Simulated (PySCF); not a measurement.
# Solvent effects on NMR parameters

Atom-mapped SMILES (the numbers label the heavy atoms): `[SiH3:1][N:2]([SiH3:3])[B:4]1[NH:5][CH2:6][CH2:7][NH:8]1`. Each H is labelled by its parent atom.

GIAO PBE0/pcSseg-1 in PySCF 2.14.0 with density-fitted response routines on one PBE0-D3(BJ)/def2-SVP conformer, non-relativistic, equivalent nuclei averaged. Solvents enter as an IEF-PCM continuum (acetone with ε = 20.5, acetonitrile with ε = 35.7) around the gas-phase geometry. Shifts are referred to TMS, BF3·OEt2 computed in the same medium.

Gas phase, δ in ppm: Si1/Si3 -46.5, B4 27.1, C6/C7 47.1, H(Si1)/H(Si3) 4.65, H(C6)/H(C7) 3.32, H(N5)/H(N8) 1.94. Dipole moment 1.40 D.

Task: How does each δ change in the continuum?

Result: 
| atoms | environment | Δδ, acetone | Δδ, acetonitrile |
| --- | --- | --- | --- |
| Si1/Si3 | silicon bonded to N, 3 H | -0.3 | -0.3 |
| B4 | boron bonded to 3 N, in a 5-membered ring | +0.8 | +0.8 |
| C6/C7 | sp3 CH2 bonded to N | +0.8 | +0.8 |
| H(Si1)/H(Si3) | hydrogen on a silicon bonded to N | -0.04 | -0.04 |
| H(C6)/H(C7) | hydrogen on an sp3 CH2 bonded to N | +0.05 | +0.05 |
| H(N5)/H(N8) | hydrogen on a nitrogen bonded to C, B, in a 5-membered ring | +0.41 | +0.42 |

Changes are relative to the gas phase. The dipole moment becomes 1.67 D in acetone, 1.68 D in acetonitrile.

Task: Which nuclei move most (in ppm), and what does the model miss?

Result: B4 (boron bonded to 3 N, in a 5-membered ring, +0.8 ppm) and C6/C7 (sp3 CH2 bonded to N, +0.8 ppm) in acetonitrile. A continuum only polarises the solute; specific hydrogen bonds, the anisotropy of aromatic solvents and changes of geometry or conformer are outside it.
